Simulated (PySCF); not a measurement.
## Diatomics of O with group 13

CCSD(T) with triple-zeta basis sets in PySCF, for the lowest determinant that a PBE0 search found; no spin–orbit coupling. De refers to high-spin ground-configuration atoms.

```csv
M,basis,"reference, frozen orbitals",state (unpaired electrons),Re (Å),ωe (cm⁻¹),De (eV)
B,x2c-TZVPPall,"UHF, 2",doublet (σ ↑),1.213,1872,8.10
Ga,def2-TZVPP,"ROHF, 10",doublet (σ ↑),1.707,760,4.13
Tl,x2c-TZVPPall,"UHF, 35",doublet (π ↑),2.184,458,2.98
```

The shortest bond is that of BO (1.213 Å), the longest that of TlO (2.184 Å). BO is bound most strongly (8.10 eV) and TlO least (2.98 eV).

The rows differ in basis set, which adds steps of its own.

The state changes along the series, so neighbouring rows are not always alike in their bonding.

Correlated steps freeze the inner cores (2 to 35 orbitals); shallow outer-core shells are correlated. UHF and ROHF references stand side by side, which adds small steps between rows. Spin–orbit coupling is left out, which matters for elements this heavy, above all for dissociation energies. The CCSD T1 diagnostic is raised in GaO, a sign that a single reference may not be enough there. States were picked by a PBE0 search and need not be the measured ground states.
